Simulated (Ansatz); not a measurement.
BFH₄SiZn, SMILES `[F][Zn][BH][SiH3]`. Charge 0, multiplicity 1. Geometry: relaxed with PBE0-D4/def2-TZVP. It is one conformer, not always the lowest.

```xyz
8

F     1.655   -3.246   -1.323
Zn    0.555   -1.984   -0.779
B    -0.697   -0.512   -0.153
Si   -0.058    1.299    0.409
H    -1.860   -0.773   -0.037
H    -1.081    2.379    0.361
H     0.328    1.081    1.839
H     1.158    1.757   -0.317
```

**Question.** What is the dipole moment at PBE/def2-TZVPP? (An estimate is asked.)

**Answer.** Ansatz gave: 2.75 D, with components (-1.84, 1.91, 0.75) D in this frame, pointing from negative to positive charge.

**Question.** And with r2SCAN, B3LYP, ωB97M-V? (An estimate is asked.)

**Answer.** Computed: r2SCAN 2.79 D, B3LYP 2.90 D, ωB97M-V 2.74 D.

**Question.** Give the Mulliken charges with PBE, ωB97M-V, B3LYP in def2-TZVPP. (Estimate.)

**Answer.** Ansatz gave: 
| atom | PBE | ωB97M-V | B3LYP |
| --- | --- | --- | --- |
| F1 | -0.43 | -0.49 | -0.49 |
| Zn2 | 0.26 | 0.41 | 0.35 |
| B3 | 0.19 | 0.01 | 0.14 |
| Si4 | 0.06 | 0.03 | 0.12 |
| H5 | 0.05 | 0.11 | 0.06 |
| H6 | -0.05 | -0.02 | -0.06 |
| H7 | -0.04 | -0.02 | -0.06 |
| H8 | -0.04 | -0.02 | -0.06 |

B3LYP here is the variant with VWN-RPA as its local correlation; programs differ in this.
